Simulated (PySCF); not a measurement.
Structure with atom numbers: `[CH3:1][C:2]1=[CH:3][SiH2:4][C:5]([C:6]([F:7])([F:8])[F:9])=[CH:10]1` (H(Xn): hydrogen on atom n).

- PBE0-D3(BJ)/def2-SVP structure
- PBE/pcSseg-1 with gauge-including orbitals
- program: PySCF 2.14.0 with density-fitted response routines
- one conformer, no relativistic terms, no solvent, rapidly exchanging positions averaged

Referencing at the same level of theory: TMS for 13C (180.03 ppm) and 1H (31.20 ppm) and 29Si (334.61 ppm); CFCl3 for 19F (144.73 ppm).

```json
{"atoms": "C2", "nucleus": "13C", "count": "1", "δ (ppm)": "165.5"}
{"atoms": "F7/F8/F9", "nucleus": "19F", "count": "3", "δ (ppm)": "-89.6"}
{"atoms": "C6", "nucleus": "13C", "count": "1", "δ (ppm)": "134.5"}
{"atoms": "C3", "nucleus": "13C", "count": "1", "δ (ppm)": "128.4"}
{"atoms": "H(C3)", "nucleus": "1H", "count": "1", "δ (ppm)": "6.00"}
{"atoms": "Si4", "nucleus": "29Si", "count": "1", "δ (ppm)": "?"}
{"atoms": "C5", "nucleus": "13C", "count": "1", "δ (ppm)": "?"}
{"atoms": "C10", "nucleus": "13C", "count": "1", "δ (ppm)": "155.5"}
{"atoms": "H(C1)", "nucleus": "1H", "count": "3", "δ (ppm)": "?"}
{"atoms": "C1", "nucleus": "13C", "count": "1", "δ (ppm)": "25.5"}
{"atoms": "H(C10)", "nucleus": "1H", "count": "1", "δ (ppm)": "?"}
{"atoms": "H(Si4)", "nucleus": "1H", "count": "2", "δ (ppm)": "4.89"}
```

Problem. Complete the table.

Solution. 
- C5: 139.6 ppm, fully substituted alkene carbon; the olefinic region
- H(C10): 7.08 ppm, hydrogen on an alkene CH; olefinic region
- H(C1): 2.19 ppm, hydrogen on an allylic methyl carbon; allylic position
- Si4: -41.5 ppm, silicon bonded to 2 C, 2 H, in a 5-membered ring

Shifts are as computed. Against solution values, carbons near 30 ppm lie about +2 ppm off and those near 130 ppm about +2 ppm. Of 1309 compounds with measured shifts, 239 miss one by over three times the rms of a fit or turn the order of signals round; such compounds aren't used in these exercises. Unscaled 19F shifts against computed CFCl3 carry errors that often reach 10 to 50 ppm.
